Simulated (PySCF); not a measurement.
# Reading the logs of faulty runs: AlCGeH6O

All numbers below are calculated, not measured. They come from PySCF 2.14.0, an open-source quantum chemistry program, on an isolated molecule that a program drew, which may never have been made. The molecule is AlCGeH6O (charge 0, doublet), drawn as the SMILES string `[AlH2][O][CH][GeH3]`.

Each row is a Hartree-Fock (HF) and frozen-core CCSD(T) single point in the cc-pV(D+d)Z basis, meant for a local HF minimum. Run 1 is clean. Each other run has one planted mistake out of seven kinds, and not every kind appears here: one electron removed, one electron added, multiplicity raised by two, geometry at a saddle point, minimal basis STO-3G, one bond length entered in bohr, all coordinates scaled. The reference is restricted for singlets and unrestricted otherwise, and also for a bond in bohr. Adding or removing an electron swaps singlet and doublet. Electrons count all cores. HOMO and LUMO are orbital energies over both spins, the gradient is its largest component, and the lowest frequency (negative if imaginary) is given only where the gradient is small. Bond lengths are over the 9 bonds as drawn. T1 is the CCSD diagnostic: over 0.02 (restricted) or 0.045 (unrestricted) a single reference is doubtful. Germanium has the cc-pVDZ-PP basis, with a core potential (ECP10MDF) in place of its 10 inner electrons, and its 3s, 3p and 3d shells are frozen in CCSD(T).

Geometry of the clean run:
```xyz
10
AlCGeH6O, angstrom
Al    0.2327   -2.2760   -0.5220
O     0.0966   -1.0164    0.5921
C     0.3626    0.2541    0.9562
Ge    1.4269    1.4583   -0.1315
H     1.0311   -2.0380   -1.8572
H    -0.4626   -3.6290   -0.1390
H    -0.0589    0.5357    1.9167
H     1.5178    2.8010    0.5989
H     2.8388    0.8960   -0.3521
H     0.7844    1.6651   -1.5106
```

| run | electrons | basis functions | <S^2> | HOMO (eV) | LUMO (eV) | gradient (hartree/bohr) | lowest frequency (cm^-1) | mean bond (Å) | longest bond (Å) | T1 | HF (hartree) | CCSD(T) (hartree) | mistake |
|---|---|---|---|---|---|---|---|---|---|---|---|---|---|
| 1 | 65 | 104 | 0.764 | -8.64 | 1.49 | 4.5e-05 | 42 | 1.5341 | 1.941 | 0.0187 | -651.50159 | -652.03211 | no fault |
| 2 | 64 | 104 | 0.000 | -15.96 | -5.21 | 1.5e-01 | - | 1.5341 | 1.941 | 0.0212 | -651.24961 | -651.77474 | one electron removed |
| 3 | 66 | 104 | 0.000 | 0.01 | 5.93 | 4.4e-02 | - | 1.5341 | 1.941 | 0.0446 | -651.43557 | -652.02795 | one electron added |
| 4 | 65 | 104 | 0.759 | -8.16 | 1.66 | 8.5e-02 | - | 1.3975 | 1.768 | 0.0168 | -651.40802 | -651.92720 | ? |
| 5 | 65 | 104 | 1.720 | -9.80 | 1.54 | 2.4e-02 | - | 1.6673 | 2.548 | 0.0288 | -651.36253 | -651.85648 | ? |

**Which mistake was planted in run 4, and what did it cost?**

The mean and the longest bond both change by the same factor, 0.911, and the gradient is no longer small. So the mistake is: all coordinates scaled. Subtracting run 1 and multiplying by 627.51 kcal/mol a hartree, the energy moved by 58.7 kcal/mol in HF and 65.8 kcal/mol in CCSD(T).

**Which mistake was planted in run 5, and what did it cost?**

The mean bond changes by a factor of 1.087 and the longest by 1.313, so the molecule wasn't scaled as a whole. A length L in bohr read as angstrom grows by (1/0.5292 - 1) L = 0.890 L. The 9 bonds together grew by 9 x 0.1332 = 1.199 Å, which gives L = 1.347 Å. That is bond O2-C3, 1.348 Å in the clean geometry. So the mistake is: one bond length entered in bohr. Subtracting run 1 and multiplying by 627.51 kcal/mol a hartree, the energy moved by 87.3 kcal/mol in HF and 110.2 kcal/mol in CCSD(T).

Cautions from the logs. Run 2: T1 is over the limit, so its CCSD(T) energy is less reliable; run 3: T1 is over the limit, so its CCSD(T) energy is less reliable and the HOMO is above zero, so the electron isn't bound and the energy depends on the basis.
